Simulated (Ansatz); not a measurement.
Reactions of ClH7N2OSi2, SMILES `N[SiH2]O[SiH](N)Cl`.

Computed with Ansatz on PBE0-D4/def2-TZVP structures; ΔE is electronic, products minus reactants. CBS: MP2 limit from def2 TZ/QZ plus the TZ coupled-cluster correction, frozen cores. This one scheme is used for every species, atoms too. DFT in def2-TZVPP. B3LYP here is the variant with VWN-RPA as its local correlation; programs differ in this. Open shells (•) are unrestricted, without spin–orbit coupling. Spin–orbit coupling would lower the free atoms: a little for Cl, O, Si. def2 core potentials past Kr. For W outer-core shells are correlated without core-valence functions, so the limit isn't a true one: a few kJ/mol of doubt a bond, and 10 to 20 or more in all where bonds break to atoms. One conformer a species, not always the lowest.

```
                                                                                                    reaction  CCSD(T)/CBS(def2) (kJ/mol)
                                                 `N[SiH2]O[SiH](N)Cl` + `C=N` → `C=N[SiH2]N` + `N[SiH](O)Cl`                          81
                                                         `N[SiH2]O[SiH](N)Cl` + H₂ → `N[SiH2]O[SiH2]N` + HCl                          99
                                                             `N[SiH2]O[SiH](N)Cl` → `N[SiH](O)Cl` + `N[SiH]`                         283
                                                       `N[SiH2]O[SiH](N)Cl` → Cl• + 7 H• + 2 N• + O• + 2 Si•                           ?
`N[SiH2]O[SiH](N)Cl` + `[O]=[W]([OH])([F])([Cl])[Cl]` → `N[SiH2]O[SiH](N)O` + `[O]=[W]([F])([Cl])([Cl])[Cl]`                         -15
```

Fill in the missing values. (An estimate is asked.)

Ansatz gave: `N[SiH2]O[SiH](N)Cl` → Cl• + 7 H• + 2 N• + O• + 2 Si•: +4691.0 kJ/mol.

Largest T1 diagnostic: 0.021, for `[O]=[W]([OH])([F])([Cl])[Cl]`.
